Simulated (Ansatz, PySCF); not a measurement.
This PySCF input computes a r2SCAN/def2-TZVPD energy:

```python
from pyscf import gto, scf, dft

mol = gto.M(
    atom='''
    C     0.06186245    0.03643669    0.98901506
    Cl    0.82908851   -1.25698079   -0.18100200
    Cl   -0.85092232    1.24412078   -0.16806214
    ''',
    basis='def2-tzvpd',
    charge=-1,
    spin=1,
    verbose=4,
)

mf = dft.UKS(mol, xc='r2scan').density_fit(auxbasis='def2-universal-jkfit')
mf.grids.level = 4
mf.conv_tol = 1e-9
mf.max_cycle = 100
mf.max_memory = 1500
mf.kernel()
if not mf.converged:
    mf = mf.newton()
    mf.kernel(mf.make_rdm1())
for _ in range(2):
    mo, _, stable, _ = mf.stability(return_status=True)
    if stable:
        break
    mf.kernel(mf.make_rdm1(mo, mf.mo_occ))
mf.analyze()
```

**Question.** Write an input for the same energy in Ansatz (an electronic-structure program) and say what it gives.

**Answer.** 
Ansatz 0.2 input:
```yaml
crystal:
  periodic: [false, false, false]
  atoms:
    - {symbol: C, position_ang: [0.06186245, 0.03643669, 0.98901506]}
    - {symbol: Cl, position_ang: [0.82908851, -1.25698079, -0.18100200]}
    - {symbol: Cl, position_ang: [-0.85092232, 1.24412078, -0.16806214]}
basis:
  gaussian:
    orbitals: def2-TZVPD
hamiltonian:
  xc: {name: r2SCAN}
total_charge: -1
magnetization: {spin_polarized: true, initial_magnetization: 1}
output: {forces: true}
```
It gives -958.41973 Eh, and PySCF -958.41972 Eh, a difference of 0.01 mEh.
